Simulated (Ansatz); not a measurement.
CH3FO3Si, SMILES O=CO[Si@@H](O)F.

Geometry optimised at ωB97X-D3(BJ)/def2-SVP. The structure was generated by enumeration; whether it is a known compound was not checked. One conformer was computed; it need not be the lowest.

Two levels are set side by side: PBE/def2-TZVPD (Ansatz, a program for electronic structure) and PBE0/def2-TZVPD (Ansatz). Energy differences of separate SCF runs at the same geometry; the states with an electron removed or added have multiplicity 2 and 2. Differences are taken from unrounded values.

```tsv
quantity	PBE0
vertical ionisation energy (eV)	11.36
vertical singlet–triplet gap (eV)	5.10
```

Problem. What does PBE give, and how far is it from PBE0? (An estimate is asked for; the answer gives what the named calculation found.)

Solution. 
| quantity | PBE | PBE minus PBE0 |
|---|---|---|
| vertical ionisation energy (eV) | 10.95 | -0.40 |
| vertical singlet–triplet gap (eV) | 5.15 | 0.05 |
